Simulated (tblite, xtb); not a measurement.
CClF (SMILES F[C]Cl), singlet, at a GFN2-xTB geometry. Base run: GFN1-xTB (xtb).

Here is a job for xtb.
```
$ xtb mol.xyz --gfn 1 --json

# file mol.xyz
3

F     -1.46348443    -0.30712072     0.00275987
C     -0.53985773     0.63598266     0.02854521
Cl     0.96532390    -0.06187114    -0.01153588
```

Programs used: tblite, xtb; a row that names a program was run with it.

Each row names what was changed in the base input (with any setting that the change needs).

```json
[
 {"change": "base", "ΔE vs base (kcal/mol)": "0.000", "HOMO-LUMO gap (eV)": "2.22", "dipole (D)": "1.04", "G_solv (kcal/mol)": "-", "SCF cycles": "8"},
 {"change": "alpb = chcl3", "ΔE vs base (kcal/mol)": "…", "HOMO-LUMO gap (eV)": "2.22", "dipole (D)": "…", "G_solv (kcal/mol)": "…", "SCF cycles": "8"},
 {"change": "acc = 30", "ΔE vs base (kcal/mol)": "0.000", "HOMO-LUMO gap (eV)": "2.22", "dipole (D)": "1.03", "G_solv (kcal/mol)": "-", "SCF cycles": "6"},
 {"change": "program = tblite; method = gfn1; option = (--efield, 0,0,0.1)", "ΔE vs base (kcal/mol)": "-0.016", "HOMO-LUMO gap (eV)": "-", "dipole (D)": "-", "G_solv (kcal/mol)": "-", "SCF cycles": "-"},
 {"change": "program = tblite; method = gfn1; option = --grad", "ΔE vs base (kcal/mol)": "0.000", "HOMO-LUMO gap (eV)": "-", "dipole (D)": "-", "G_solv (kcal/mol)": "-", "SCF cycles": "-"},
 {"change": "program = tblite; method = gfn1; option = (--etemp, 2000)", "ΔE vs base (kcal/mol)": "-0.025", "HOMO-LUMO gap (eV)": "-", "dipole (D)": "-", "G_solv (kcal/mol)": "-", "SCF cycles": "-"},
 {"change": "program = tblite; method = gfn1", "ΔE vs base (kcal/mol)": "0.000", "HOMO-LUMO gap (eV)": "-", "dipole (D)": "-", "G_solv (kcal/mol)": "-", "SCF cycles": "-"},
 {"change": "gbsa = water", "ΔE vs base (kcal/mol)": "0.055", "HOMO-LUMO gap (eV)": "2.22", "dipole (D)": "1.18", "G_solv (kcal/mol)": "-0.12", "SCF cycles": "8"},
 {"change": "etemp = 1000", "ΔE vs base (kcal/mol)": "0.000", "HOMO-LUMO gap (eV)": "2.22", "dipole (D)": "1.04", "G_solv (kcal/mol)": "-", "SCF cycles": "8"}
]
```

### Question
Fill in the missing entries.

### Answer

- alpb = chcl3, ΔE vs base (kcal/mol): -1.64
- alpb = chcl3, dipole (D): 1.14
- alpb = chcl3, G_solv (kcal/mol): -1.70

ALPB and GBSA are two models with their own fitted parameters for each solvent, which aren't always the measured dielectric constant.
